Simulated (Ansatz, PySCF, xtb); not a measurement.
Stretching the O3–H9 bond in CH6OSi (SMILES C[SiH2]O) (multiplicity 1 held, fragments rigid). Energies count from the point at 0.960 Å.
Geometry at that point (charge 0, multiplicity 1):
```xyz
9

Si    -0.16442     0.44530     0.17757
C      1.56077    -0.24197    -0.02590
O     -1.32796    -0.58219    -0.40067
H     -0.32661     1.68592    -0.60987
H     -0.39970     0.73849     1.61622
H      1.69510    -1.16117     0.54921
H      2.30154     0.48064     0.32667
H      1.77411    -0.46249    -1.07364
H     -1.48353    -1.40623     0.06615
```

R- and RO- levels are restricted; in cc, def2 and unpolarised 6-31G sets they are followed outwards from rest. Active spaces are followed from a long bond inwards. Levels need not reach the same state.

Frozen-core correlation. Rows in 6-31G* carry no dispersion term and start afresh at each structure (6-31G* with six Cartesian d functions). MP2/6-31G* freezes PySCF's default core.

Programs: Ansatz (a quantum-chemistry and plane-wave program) with Gaussian orbitals; PySCF for 6-31G* rows; xtb for the GFN methods. Each number belongs to the level named beside it. The GFN methods have no spin term and hold the electronic entropy of 300 K.

Energies in eV.

```tsv
R (Å)	GFN2-xTB	R-HF/cc-pV(T+d)Z	R-MP2/6-31G*	R-MP2/cc-pV(T+d)Z	R-CCSD/cc-pV(T+d)Z	CASSCF(4,3)/cc-pV(T+d)Z
0.768	1.41	1.36	1.72	1.56	1.53	1.52
0.864	0.24	0.20	0.36	0.30	0.28	0.28
0.960	0.00	0.00	0.00	0.00	0.00	0.00
1.056	0.19	0.31	0.16	0.21	0.22	0.21
1.152	0.57	0.88	0.59	0.67	0.70	0.65
1.296	1.28	1.92	1.42	1.56	1.59	1.48
1.440	2.02	2.99	2.28	2.48	2.50	2.28
1.680	3.13	4.62	3.56	3.84	3.81	3.33
1.920	3.99	5.96	4.54	4.88	4.75	3.97
2.207	4.68	7.22	5.33	5.71	5.45	4.34
2.591	5.19	8.43	5.81	6.25	5.90	4.51
3.071	5.47	9.43	5.74	6.27	6.11	4.56
```

Doubts at one or more of the structures used: a restricted determinant that unrestricted orbitals would lower (R-HF/cc-pV(T+d)Z, R-MP2/6-31G*, R-MP2/cc-pV(T+d)Z, R-CCSD/cc-pV(T+d)Z); other coupled-cluster roots lie near (R-CCSD/cc-pV(T+d)Z); active orbitals that take no part (CASSCF(4,3)/cc-pV(T+d)Z).
